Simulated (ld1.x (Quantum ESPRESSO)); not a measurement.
Logarithmic derivatives: germanium (Ge), TM

Ge, norm-conserving Troullier–Martins (Kleinman–Bylander form), made with ld1.x (Quantum ESPRESSO) 7.5 (PBEsol, scalar-relativistic). Core [Ar] 3d10, reference 4s2 4p2. Waves: 4s (bound): rc 1.25 bohr; 4p (bound): rc 2.40 bohr; 4d channel at 0.45 Ry: rc 2.20 bohr. Local part: all-electron potential smoothed inside 1.00 bohr (lloc = -1). Core correction: Bessel-smoothed model core, default radius (core density twice the valence density).

The phase is arctan(r·u′/u) with u = r·R(r), unwrapped; energies in Ry, scanned from -3 to 5 Ry. A pole is an energy at which the radial function vanishes at the test radius. The pseudo phase is shifted by a multiple of π to meet the all-electron one at the reference energy, and phase errors are pseudo minus all-electron; the curves can meet again beyond the range given. Levels narrower than the energy grid can be missing from the lists of poles.

**Question.** For each channel, where are the poles, and over which energies does the pseudopotential scatter like the atom?

**Answer.**

```tsv
channel	radius (bohr)	reference energy (Ry)	poles, all-electron	poles, pseudo	unbroken range about the reference energy with phases within 0.05 rad	phase error 1 Ry above the reference energy (rad)
s	2.59	-0.86	0.07	0.07	the whole range	+0.001
p	2.59	-0.29	1.20	1.07, 2.58	below 1.4	-0.013
d	2.59	0.45	-2.13, 3.21	2.43	-2.0 to 1.0	-0.085
```

Note: ghost state, extra bound levels that the all-electron valence spectrum of the same l lacks: s at -81.4 eV. A true bound ghost makes a file unfit for plane-wave use.

Phases in the s channel:

```tsv
E (Ry)	all-electron	pseudo
-3.00	1.283	1.283
-2.76	1.259	1.260
-2.52	1.229	1.229
-2.28	1.187	1.188
-2.04	1.127	1.128
-1.80	1.031	1.032
-1.56	0.856	0.857
-1.32	0.470	0.471
-1.08	-0.326	-0.326
-0.84	-0.996	-0.996
-0.60	-1.292	-1.292
-0.36	-1.437	-1.437
-0.12	-1.523	-1.522
0.12	-1.582	-1.582
0.36	-1.628	-1.627
0.60	-1.666	-1.665
0.84	-1.701	-1.700
1.08	-1.735	-1.734
1.32	-1.770	-1.769
1.56	-1.810	-1.808
1.80	-1.856	-1.853
2.04	-1.913	-1.911
2.28	-1.990	-1.986
2.52	-2.100	-2.095
2.76	-2.270	-2.263
3.00	-2.552	-2.544
3.24	-3.005	-2.998
3.48	-3.534	-3.534
3.72	-3.924	-3.929
3.96	-4.158	-4.164
4.20	-4.301	-4.307
4.44	-4.394	-4.400
4.68	-4.459	-4.465
4.92	-4.508	-4.513
```
